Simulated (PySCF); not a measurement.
**Correlation energy of S- (sulfur, charge -1)**

[Ne] 3s2 3p5, 2P determinant. All numbers are calculated (PySCF 2.14, the spin-free X2C one-electron Hamiltonian (Gaussian nucleus), in x2c-QZVPPall with one added diffuse shell each of s, p, d, f type (10s7p5d3f1g, 86 functions)). Frozen: [Ne]; 7 electrons correlated.

```tsv
level	correlation energy (mhartree)
CCSD	-188.30
(T)	-9.17
CCSD(T)	-197.47
```

Diagnostics: T1 = 0.010, D1 = 0.0272, largest double amplitude 0.039.

Q: Is a single reference adequate?

A: Yes: T1 lies below 0.03 and no double amplitude reaches 0.07.
